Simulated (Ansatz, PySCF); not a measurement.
Stretching the C3–H4 bond in CH4Be (SMILES [BeH][CH3]) (multiplicity 1 held, fragments rigid). Energies count from the point at 1.095 Å.
Geometry at that point (charge 0, multiplicity 1):
```xyz
6

Be    -0.93853    -0.49476    -0.13416
H     -2.10725    -1.11087    -0.30123
C      0.53117     0.28001     0.07593
H      1.01548    -0.00621     1.01576
H      0.42178     1.36972     0.09486
H      1.23710     0.04633    -0.72832
```

Unrestricted levels (U-) break spin symmetry where that is lower. Active spaces are followed from a long bond inwards. Curves can end on different states.

Cores are frozen in the correlated methods. Rows in 3-21G, 6-31G* carry no dispersion term and start afresh at each structure (6-31G* with six Cartesian d functions). MP2/6-31G* freezes PySCF's default core, which is smaller on s-block atoms.

Codes used: Ansatz (Gaussian basis) for Hartree–Fock, density functionals and correlated methods; PySCF for 3-21G rows, 6-31G* rows. Each number belongs to the level named beside it.

Other levels give for the energy at R = 3.505 Å: U-PBE/cc-pVTZ 4.772; U-B3LYP/cc-pVTZ 4.806; U-wB97X-V/cc-pVTZ 4.888; FIC-MRCISD+Q on CASSCF(2,2)/cc-pVTZ 4.789 eV.

Question: What do these common cheap choices give for the same quantity: R-HF/3-21G, R-HF/6-31G*, U-HF/6-31G*, R-BP86/6-31G*, R-B3LYP/6-31G*, U-B3LYP/6-31G*, R-MP2/6-31G*?

Answer: R-HF/3-21G 8.349; R-HF/6-31G* 8.105; U-HF/6-31G* 3.735; R-BP86/6-31G* 5.920; R-B3LYP/6-31G* 6.410; U-B3LYP/6-31G* 4.813; R-MP2/6-31G* 6.224 eV. They span 3.735 to 8.349 eV.

Doubts at one or more of the structures used: a restricted determinant that unrestricted orbitals would lower (R-HF/3-21G, R-HF/6-31G*, R-BP86/6-31G*, R-B3LYP/6-31G*, R-MP2/6-31G*); a spin-contaminated determinant (U-HF/6-31G*, U-B3LYP/6-31G*, U-PBE/cc-pVTZ, U-B3LYP/cc-pVTZ, U-wB97X-V/cc-pVTZ).

Ansatz is an electronic-structure program.
